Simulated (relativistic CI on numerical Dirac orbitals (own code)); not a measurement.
**Sensitivity of the levels of Cs¹⁵⁺ to α and to the nuclear radius**

Method of calculation: Dirac-Coulomb-Breit CI, separate exchange-only KLI orbitals for each configuration, derivatives by finite differences, unscaled Slater integrals, QED left out (own radial code, finite nucleus).

CI space (outside the closed core [Ar] 3d10 4s2): 4p6 4d4, 4p5 4d5, 4p6 4d3 4f, 4p6 4d2 5s2, 4p6 4d 4f 5s2. Double excitations out of closed p, d and f shells are left out; levels of such configurations are missing from the list, as are those of other unlisted configurations, and high levels can miss mixing partners.

With x = (α/α₀)² − 1 an excitation energy changes as ω = ω₀ + qx; K = 2q/ω₀ is the relative enhancement. Terms are leading LS components, so labels can repeat. The field-shift factor is F = δν/δ⟨r²⟩ for the transition from the lowest level.

Lowest level 4p6 4d4 5D_0.

```csv
Level,ω₀ (cm⁻¹),q (cm⁻¹),K,F (GHz/fm²)
4p6 4d4 5D_1,8530.3,16230,3.81,0.177
4p6 4d4 5D_2,16521.7,26320,3.19,0.297
4p6 4d4 5D_3,23148.5,31310,2.71,0.365
4p6 4d4 5D_4,28056.5,30190,2.15,0.371
4p6 4d4 3P_0,43851.9,23610,1.08,0.364
4p6 4d4 3H_4,46583.8,22560,0.969,0.361
4p6 4d4 3G_3,56322.2,24790,0.88,0.414
4p6 4d4 3H_5,57730.4,32320,1.12,0.488
4p6 4d4 3F_2,58998.5,24630,0.835,0.423
4p6 4d4 3P_1,59664.2,33730,1.13,0.509
4p6 4d4 3H_6,62621.3,34650,1.11,0.525
4p6 4d4 3G_4,68887.0,40350,1.17,0.599
4p6 4d4 3P_2,72952.7,35740,0.98,0.57
4p6 4d4 3F_4,73592.6,41260,1.12,0.623
4p6 4d4 3F_3,76583.8,37470,0.979,0.597
4p6 4d4 3D_3,81187.3,42400,1.04,0.659
4p6 4d4 3G_5,84702.9,54120,1.28,0.778
4p6 4d4 3P_2,87117.0,44520,1.02,0.701
4p6 4d4 1I_6,89143.4,51500,1.16,0.768
4p6 4d4 3D_1,90875.1,48380,1.06,0.746
4p6 4d4 1G_4,102190.4,54880,1.07,0.843
4p6 4d4 1S_0,104610.7,52320,1,0.831
4p6 4d4 3P_2,106098.7,47300,0.892,0.788
```

At this charge energies of transitions that change n are usually good to better than 1 %, and those within a shell (Δn = 0) to a few per cent. Terms inside the open d or f shell come out 10 to 20 % too wide with unscaled integrals. Levels and lines within the n = 5 or 6 shells can be off by up to 10 % or somewhat more, and those that change n by about 2 %, since core polarisation is missing.
